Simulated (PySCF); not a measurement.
**Correlation energy of In (indium, neutral)**

[Kr] 4d10 5s1 5p2, high-spin 4P determinant (an excited configuration). Computed with PySCF 2.14 in aug-cc-pVQZ-DK3 (9s8p6d3f2g, 102 functions), with the spin-free X2C one-electron Hamiltonian (Gaussian nucleus). Frozen: [Kr] 4d10; 3 electrons correlated.

| level | correlation energy (mhartree) |
| --- | --- |
| CCSD | -11.01 |
| (T) | -0.10 |
| CCSD(T) | -11.11 |

Diagnostics: T1 = 0.0042, D1 = 0.0075, largest double amplitude 0.046.

Cost of the coupled-cluster step: of the order of 11 core-seconds, for 3 correlated electrons.
